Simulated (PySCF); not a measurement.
Species: CH₃Cl₃SSi.
Atom-mapped SMILES: `[SH:1][SiH2:2][C:3]([Cl:4])([Cl:5])[Cl:6]` (hydrogens: H7 on S1; H8, H9 on Si2)

Computed by this run: PySCF 2.14.0, PBE0-D3(BJ)/def2-SVP geometry optimisation, gas phase; density fitting, grid level 1; the optimiser is geomeTRIC in internal coordinates, started from a GFN2-xTB structure with every atom displaced at random (about 0.01 Å).

Geometry at step 2:
```
atom  x, y, z in Å
S1      1.6931   -0.2375   -0.3896
Si2     0.0142    0.1219    0.8771
C3     -1.5476    0.4304   -0.2001
Cl4    -2.9216    0.6795    0.9223
Cl5    -1.8668   -0.9974   -1.2187
Cl6    -1.3333    1.8666   -1.2125
H7      0.9398   -0.8681   -1.3214
H8     -0.3101   -0.9954    1.8050
H9      0.2582    1.3660    1.6559
```

Task: What forces act on the atoms?

Result: 
```json
{"atom": "S1", "Fx (eV/Å)": "-0.013", "Fy (eV/Å)": "0.067", "Fz (eV/Å)": "-0.049"}
{"atom": "Si2", "Fx (eV/Å)": "0.035", "Fy (eV/Å)": "0.109", "Fz (eV/Å)": "0.141"}
{"atom": "C3", "Fx (eV/Å)": "-0.150", "Fy (eV/Å)": "0.037", "Fz (eV/Å)": "0.122"}
{"atom": "Cl4", "Fx (eV/Å)": "0.122", "Fy (eV/Å)": "-0.031", "Fz (eV/Å)": "-0.082"}
{"atom": "Cl5", "Fx (eV/Å)": "0.001", "Fy (eV/Å)": "-0.027", "Fz (eV/Å)": "-0.031"}
{"atom": "Cl6", "Fx (eV/Å)": "0.013", "Fy (eV/Å)": "0.000", "Fz (eV/Å)": "-0.035"}
{"atom": "H7", "Fx (eV/Å)": "0.009", "Fy (eV/Å)": "-0.068", "Fz (eV/Å)": "0.054"}
{"atom": "H8", "Fx (eV/Å)": "-0.051", "Fy (eV/Å)": "-0.068", "Fz (eV/Å)": "-0.092"}
{"atom": "H9", "Fx (eV/Å)": "0.033", "Fy (eV/Å)": "-0.020", "Fz (eV/Å)": "-0.029"}
```

The largest, 0.20 eV/Å, acts on C3; the rms over all components is 0.069 eV/Å. The forces sum to zero within rounding, as they must for an isolated molecule in no field.

Task: Give the force on C3 in Eh/bohr and in nN.

Result: 0.197 eV/Å ÷ 51.422 = 0.00383 Eh/bohr, and 0.197 eV/Å × 1.602 = 0.32 nN.

Task: How far is this geometry from the end of the optimisation?

Result: 0.041 eV above it, and 0.196 Å rms away after alignment. The bonds farthest from their final lengths, with half the difference of the two atoms' forces along the bond (positive lengthens):

| bond | now (Å) | final (Å) | force along bond (eV/Å) |
| --- | --- | --- | --- |
| C3–Cl4 | 1.792 | 1.783 | -0.17 |
| S1–Si2 | 2.134 | 2.129 | +0.04 |
| C3–Cl5 | 1.783 | 1.786 | +0.06 |
| Si2–H9 | 1.488 | 1.485 | -0.10 |
| S1–H7 | 1.354 | 1.352 | -0.01 |

The angle farthest from its final value is H8–Si2–H9, 109.7° against 112.7°.

The cost below is that of the whole optimisation. On Arm Neoverse N1, one thread (shared host), this took 1.7 min wall and 0.52 GiB of memory at its peak.
